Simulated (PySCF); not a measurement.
Vertical excitations of a molecule C₅H₃F from TDDFT-PBE0/def2-SVPD (PySCF), as energy in eV (oscillator strength): 5.86 (0.006), 5.95 (0.002), 6.36 (0.024), 6.72 (0.007), 6.79 (0.010), 7.06 (0.002), 7.73 (0.150), 7.76 (0.033), 7.84 (0.012), 7.91 (0.000). Lowest triplet (TDA): 4.89 eV. Geometry: B3LYP-D3(BJ)/def2-SVP. The values are those of a single conformer.

**Question.** Pick the molecule that these values belong to.
A) C#CC(F)=C=C
B) C#CC(F)C#C
C) C#CC=C=CF

**Answer.** B, C#CC(F)C#C
